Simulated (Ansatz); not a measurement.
Basis-set extrapolation for `O[SiH](O)S` (PBE0-D4/def2-TZVP geometry, frozen core, Ansatz). Multiplicity 1, RHF reference.

```
                      def2-TZVPP   def2-QZVPP
                 HF  -838.756497  -838.784823
    MP2 correlation    -0.779687    -0.845635
CCSD(T) correlation    -0.841285      not run
```

Energies in hartree. Use E(X) = E(∞) + A·exp(−7.88·√X) for Hartree–Fock and E(X) = E(∞) + B·X^(−2.97) for correlation, with X = 3 and 4, and add CCSD(T) minus MP2 of the smaller set to the MP2 limit.

Task: What is the CCSD(T) energy at the basis-set limit?

Result: HF limit: -838.784823 + (-0.028326) × 0.13774 = -838.78872. MP2 limit: -0.845635 + (-0.065948) × 0.74074 = -0.89449. Higher-order term: -0.841285 − (-0.779687) = -0.06160. Total: -839.74481 hartree, 92.3 kcal/mol below CCSD(T)/def2-TZVPP.
